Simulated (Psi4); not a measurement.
Method: SAPT0/jun-cc-pVDZ, frozen core run with Psi4.

Psi4 input:

```
molecule {
0 1
O 1.58204209 -0.39729452 0.11699661
Si -0.00014958 -0.00011335 -0.00030804
O -0.55352871 0.15194507 1.53106292
O -0.07148099 1.35150864 -0.91833543
O -0.95790961 -1.10650121 -0.73054151
H 1.83586730 -0.98271227 0.83484289
H -1.50387167 0.10515917 1.66173304
H 0.63037683 1.99718875 -0.80457244
H -0.96134564 -1.11918029 -1.69087804
--
0 1
Si 2.76353241 -4.14956573 2.34857084
Cl 3.08776037 -4.63501108 4.33071829
H 1.98765663 -5.23711471 1.72140137
H 4.07243705 -4.00024154 1.68332460
H 2.01027308 -2.88158634 2.29460649
units angstrom
symmetry c1
no_reorient
no_com
}
set basis jun-cc-pvdz
set scf_type df
set freeze_core true
energy('sapt0')
```

Part of the output:

```
    SAPT Results
  --------------------------------------------------------------------------------------------------------
    Electrostatics                  0.14195059 [mEh]       0.08907534 [kcal/mol]       0.37269122 [kJ/mol]
      Elst10,r                      0.14195059 [mEh]       0.08907534 [kcal/mol]       0.37269122 [kJ/mol]

    Exchange                        0.74105882 [mEh]       0.46502143 [kcal/mol]       1.94564967 [kJ/mol]
      Exch10                        0.74105882 [mEh]       0.46502143 [kcal/mol]       1.94564967 [kJ/mol]
      Exch10(S^2)                   0.74048015 [mEh]       0.46465831 [kcal/mol]       1.94413036 [kJ/mol]

    Induction                      -0.32715326 [mEh]      -0.20529177 [kcal/mol]      -0.85894078 [kJ/mol]
      Ind20,r                      -0.40894401 [mEh]      -0.25661624 [kcal/mol]      -1.07368236 [kJ/mol]
      Exch-Ind20,r                  0.15447914 [mEh]       0.09693712 [kcal/mol]       0.40558492 [kJ/mol]
      delta HF,r (2)               -0.07268839 [mEh]      -0.04561265 [kcal/mol]      -0.19084333 [kJ/mol]

    Dispersion                     -0.81222127 [mEh]      -0.50967654 [kcal/mol]      -2.13248665 [kJ/mol]
      Disp20                       -0.85329666 [mEh]      -0.53545174 [kcal/mol]      -2.24033007 [kJ/mol]
      Exch-Disp20                   0.04107539 [mEh]       0.02577520 [kcal/mol]       0.10784342 [kJ/mol]
      Disp20 (SS)                  -0.42664833 [mEh]      -0.26772587 [kcal/mol]      -1.12016504 [kJ/mol]
      Disp20 (OS)                  -0.42664833 [mEh]      -0.26772587 [kcal/mol]      -1.12016504 [kJ/mol]
      Exch-Disp20 (SS)              0.02373833 [mEh]       0.01489603 [kcal/mol]       0.06232497 [kJ/mol]
      Exch-Disp20 (OS)              0.01733706 [mEh]       0.01087917 [kcal/mol]       0.04551845 [kJ/mol]

  Total HF                          0.55585615 [mEh]       0.34880500 [kcal/mol]       1.45940012 [kJ/mol]
  Total SAPT0                      -0.25636512 [mEh]      -0.16087154 [kcal/mol]      -0.67308653 [kJ/mol]
```
